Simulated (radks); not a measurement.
All-electron atom: the gold ion Au+ in [Xe] 4f14 5d9 6p1 (not the ground configuration).

All-electron calculation, Dirac Kohn-Sham, PBE, spin-unpolarised, spherical densities, point nucleus; open shells fill j = l - 1/2 first. Program: a radial shooting solver on a logarithmic mesh with Libxc functionals.

Energy parts (Ry):
total: -38094.8932
kinetic: 43783.8695
electron-nucleus: -95901.9937
Hartree: 14753.3225
exchange-correlation: -730.0915

Orbitals (lengths in bohr, moments of r in powers of bohr; <r^-3> diverges for s and p1/2):
| orbital | occ. | eigenvalue (Ry) | <r^-3> | <1/r> |
|---|---|---|---|---|
| 1s1/2 | 2 | -5929.101 | - | 95.84 |
| 2s1/2 | 2 | -1046.046 | - | 23.55 |
| 2p1/2 | 2 | -1002.966 | - | 23.49 |
| 2p3/2 | 4 | -868.0293 | 20510 | 19.14 |
| 3s1/2 | 2 | -247.5986 | - | 8.641 |
| 3p1/2 | 2 | -228.2673 | - | 8.550 |
| 3p3/2 | 4 | -198.4899 | 4768 | 7.416 |
| 3d3/2 | 4 | -166.4688 | 832.6 | 7.314 |
| 3d5/2 | 6 | -160.0705 | 690.6 | 7.055 |
| 4s1/2 | 2 | -54.49100 | - | 3.655 |
| 4p1/2 | 2 | -46.25135 | - | 3.544 |
| 4p3/2 | 4 | -39.11087 | 1147 | 3.151 |
| 4d3/2 | 4 | -25.65019 | 179.5 | 2.947 |
| 4d5/2 | 6 | -24.32070 | 145.5 | 2.857 |
| 5s1/2 | 2 | -8.90138 | - | 1.479 |
| 4f5/2 | 6 | -7.06206 | 30.27 | 2.481 |
| 4f7/2 | 8 | -6.78192 | 28.75 | 2.445 |
| 5p1/2 | 2 | -6.22947 | - | 1.351 |
| 5p3/2 | 4 | -5.01152 | 191.8 | 1.207 |
| 5d3/2 | 4 | -1.46230 | 17.19 | 0.8864 |
| 5d5/2 | 5 | -1.33937 | 13.39 | 0.8504 |
| 6p1/2 | 1 | -0.65633 | - | 0.3932 |
| 6p3/2 | 0 | -0.56808 | 13.60 | 0.3507 |

The highest occupied level is 6p1/2 at -8.930 eV. The density falls to 0.001 e/bohr^3 at r = 4.22 bohr.
